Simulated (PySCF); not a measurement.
Structure revision by computed shifts

A compound C$_{4}$H$_{8}$BFO$_{2}$ gives the data below (simulated from a calculation) and was assigned the structure `OB(O)[C@@H]1CC[C@H]1F`.

¹³C{¹H} NMR (computed): δ 84.5 (CH, d, J = 237.2 Hz), 67.2 (CH2, d, J = 23.9 Hz, 2C), -3.7 (CH3).

¹H NMR (500 MHz, computed): δ 4.46 (dtt, J = 56.2, 11.1, 6.0 Hz, 1H), 4.17 (dd, J = 12.2, 6.0 Hz, 2H), 3.77 (ddd, J = 12.2, 11.1, 6.8 Hz, 2H), 0.13 (s, 3H).

Calculated, not measured (PySCF 2.14.0 with density-fitted response routines): GIAO KT2/pcSseg-1 shieldings, J: B3LYP/pcJ-1 (spin–dipole term only in couplings to heteroatoms), geometry: PBE0-D3(BJ)/def2-SVP. Gas phase, no relativistic terms, one conformer, equivalent nuclei averaged.

Referencing at the same level of theory: ¹H and ¹³C against TMS.

(1) Compare with the shifts computed for the proposed structure, pairing carbons in order of shift.

(2) Which isomer fits?

## Answers

(1) Atoms are numbered as in `[OH:1][B:2]([OH:3])[C@@H:4]1[CH2:5][CH2:6][C@H:7]1[F:8]`; H(Xn) means a hydrogen on atom n.

```tsv
atom	computed for proposal	given list	difference
C7	91.5	84.5	+7.0
C6	36.3	67.2	-30.9
C4	36.2	67.2	-31.0
C5	13.9	-3.7	+17.6
```

The rms difference is 23.8 ppm and the largest -31.0 ppm at C4 (sp3 CH bonded to B). The proposal also would give 4 carbon signals, not 3. The carbon types in order of shift don't match either: CH, CH2, CH, CH2 for the proposal against CH, CH2, CH2, CH3 in the data. The proposal doesn't fit.

(2) `InChI=1S/C4H8BFO2/c1-5-7-2-4(6)3-8-5/h4H,2-3H2,1H3`.

δC 84.5: sp3 CH bonded to F; deshielded by the electronegative neighbour. δC 67.2: sp3 CH2 bonded to O; the inductive effect lowers its shielding. δH 4.46: hydrogen on an sp3 CH bonded to F; its carbon carries F, an electronegative neighbour. δH 4.17, 3.77: hydrogen on an sp3 CH2 bonded to O; its carbon carries O, an electronegative neighbour. The protons at 4.17 and 3.77 share a coupling of 12.2 Hz (geminal). The protons at 3.77 and 4.46 share a coupling of 11.1 Hz (vicinal). The protons at 4.17 and 4.46 share a coupling of 6.0 Hz (vicinal).

The data come from this structure; uniqueness wasn't tested.

A carbon bonded to boron is broadened by the quadrupolar boron nucleus and is often missing from a measured spectrum. C–F couplings over four or more bonds (about 3 Hz to the para carbon of a fluoroarene) are left out. Common functionals overestimate the size of one-bond C–F couplings by tens of Hz; these are unscaled. Multiplet labels drop couplings under 1 Hz and merge nearly equal ones. Couplings among chemically equivalent protons are left out too, so labels in AA′BB′ or AA′XX′ sets are apparent multiplicities. Unscaled 3J(H,H) at this level run about 10 % above measured values. Shifts are as computed. Against solution values, carbons near 30 ppm lie about +2 ppm off and those near 130 ppm about -5 ppm. Of 1313 compounds with measured shifts, 239 miss one by over three times the rms of a fit or turn the order of signals round; such compounds aren't used in these exercises.
